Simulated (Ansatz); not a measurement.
A made-up structure of MgH2SeO, closed shell:

O1  (-0.153, 0.251, 0.001)
Mg2  (-1.798, -0.197, -0.418)
Se3  (2.083, 0.888, 0.642)
H4  (-3.274, -0.589, -1.210)
H5  (2.478, -0.529, 0.629)
(Å)

It is relaxed with PBE-D4/def2-SVP and then PBE0-D4/def2-TZVP (Ansatz 0.2.0). Atoms count as bonded within 1.22 times the sum of their covalent radii (H–H: 0.88 Å). The end point is not checked to be a true minimum.

Task: Does its bonding change? (A judgement: the text doesn't fix the answer.)

Result: By the calculation: Yes. Formed: O1–Se3; broken: none.

Where it ends: The first stage lowers the energy by 1.87 eV in 13 steps. It ends as MgH₂SeO ([MgH][O][SeH]):
O1  (0.097, 0.083, 0.014)
Mg2  (-1.586, -0.174, -0.524)
Se3  (1.597, 0.808, 0.562)
H4  (-3.168, -0.458, -1.036)
H5  (2.396, -0.435, 0.629)
(Å)

Labels in which every atom is bracketed show which atoms are joined, not bond orders.

For scale, one of the runs: PBE0-D4/def2-TZVP relaxation, 123 basis functions, launched by `ansatz run in.yaml --threads 2 --pin off --events-out ev --progress --plain --max-ram 4352MiB`. The run took about 17 s on 2 CPU threads of an Arm Neoverse V2 (shared host).
